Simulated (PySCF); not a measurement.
3-chloro-1H-silole (C₄H₅ClSi), SMILES ClC1=C[SiH2]C=C1.

Geometry: r2SCAN-D4/def2-SVP.

These are PySCF with r2SCAN-D4/def2-SVP values and carry that method's errors.

Frequencies are harmonic and unscaled.

Computed normal modes with their intensities:
```tsv
mode	ν (cm⁻¹)	IR (km/mol)	moving atoms (share of kinetic energy)
1	148	0.1	C 53 %, H 22 %, Cl 15 %, Si 9 %
2	267	0.0	C 54 %, H 45 %
3	296	0.4	C 55 %, Cl 26 %, H 11 %
4	386	17.5	Cl 51 %, Si 37 %, C 9 %
5	506	1.9	H 52 %, C 44 %
6	529	2.6	C 54 %, Si 32 %
7	578	29.9	H 64 %, C 19 %, Si 16 %
8	662	8.1	H 66 %, C 33 %
9	696	6.1	H 60 %, C 35 %
10	734	17.2	C 50 %, H 29 %, Si 14 %
11	743	16.0	H 77 %, C 23 %
12	773	1.1	C 64 %, H 24 %, Si 10 %
13	804	78.0	H 66 %, C 33 %
14	884	124.2	C 52 %, H 38 %, Si 10 %
15	932	128.0	H 94 %
16	985	0.1	H 77 %, C 23 %
17	1008	12.7	C 53 %, H 43 %
18	1092	7.3	H 86 %, C 13 %
19	1188	61.2	H 55 %, C 45 %
20	1326	41.2	H 53 %, C 47 %
21	1557	49.6	C 98 %
22	1608	28.3	C 94 %
23	2218	94.0	H 96 %
24	2220	101.7	H 98 %
25	3174	4.8	H 92 %, C 8 %
26	3215	0.5	H 91 %, C 9 %
27	3234	2.0	H 91 %, C 9 %
```
